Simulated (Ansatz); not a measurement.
Ansatz results at the PBE0-D4/def2-TZVP geometry: HOMO energy (B3LYP/def2-TZVPP) -8.19 eV; LUMO energy (PBE/def2-TZVPP) -3.17 eV; HOMO energy (ωB97M-V/def2-TZVPP) -10.77 eV.

Each molecule was computed in one conformer, which needn't be the lowest.

Problem. Which molecule gave them?
A. `[OH][In]([Cl])[O][SiH3]`
B. `[NH2][In]([F])[F]`
C. `[CH3][InH][SH]`
D. `[F][In]([F])[SH]`

Solution. B. The others give `[F][In]([F])[SH]`: -8.32, -3.54, -10.75; `[OH][In]([Cl])[O][SiH3]`: -8.50, -3.38, -11.04; `[CH3][InH][SH]`: -6.99, -2.02, -9.41.

B3LYP here is the variant with VWN-RPA as its local correlation; programs differ in this.
